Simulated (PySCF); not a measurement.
C2H5ClOSi, SMILES C=CO[SiH2]Cl.

Coordinates come from a B3LYP-D3(BJ)/def2-SVP optimisation. The geometry has at least one imaginary mode, so it is a saddle point at that level. This is a generated structure with no PubChem entry under its InChIKey; it may be hypothetical. Other conformers were not sampled.

Two levels are set side by side: PBE/def2-TZVP (PySCF) and CAM-B3LYP/def2-TZVP (PySCF). Same geometry, gas phase. Differences are taken from unrounded values.

```csv
quantity,CAM-B3LYP
orbital gap (eV),9.51
highest occupied level (eV),-8.46
lowest empty level (eV),1.05
dipole moment (D),1.89
mean polarisability (bohr³),64.6
```

### Question
What does PBE give, and how far is it from CAM-B3LYP? (An estimate is asked for; the answer gives what the named calculation found.)

### Answer

| quantity | PBE | PBE minus CAM-B3LYP |
|---|---|---|
| orbital gap (eV) | 5.07 | -4.44 |
| highest occupied level (eV) | -5.93 | 2.53 |
| lowest empty level (eV) | -0.85 | -1.91 |
| dipole moment (D) | 1.62 | -0.27 |
| mean polarisability (bohr³) | 67.6 | 3.0 |

Without exact exchange PBE keeps part of each electron's self-repulsion, which lifts occupied levels and narrows the gap. PBE's more diffuse valence density responds more strongly to a field. Differences between two approximate levels are no errors against the true value.

Rough cost on one machine, each run with all the roots and properties that it gave: CAM-B3LYP against PBE within a factor of 2.
